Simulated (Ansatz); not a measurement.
CClFI2, SMILES `FC(Cl)(I)I`. The species carries charge 0 and has multiplicity 1. I: def2 effective core potential.

Question: What are the harmonic wavenumbers in cm⁻¹ at PBE0-D4/def2-TZVP (Ansatz, finite differences of forces, unscaled)? (Estimate.)

Answer: Computed: 112, 170, 225, 268, 297, 450, 689, 785, 1096.

Question: Is this a minimum?

Answer: Yes, all 9 modes are real.

Question: Give the ideal-gas thermochemistry at 298.15 K and 1 bar (rigid rotor, harmonic oscillator; point group Cs, symmetry number 1).

Answer: Zero-point energy 24.5 kJ/mol; H(298) − E = 42.8 kJ/mol; entropy 360.6 J/(mol·K), of which translation 180.8, rotation 129.4, vibration 50.4; G(298) − E = -64.7 kJ/mol.

Question: And at 400, 500, 600, 800 and 1000 K?

Answer: 
```
T (K)  H − E (kJ/mol)  S (J/mol/K)  G − E (kJ/mol)
  400            51.8        386.5          -102.8
  500            61.2        407.4          -142.5
  600            71.0        425.2          -184.2
  800            91.2        454.3          -272.2
 1000           111.9        477.4          -365.5
```
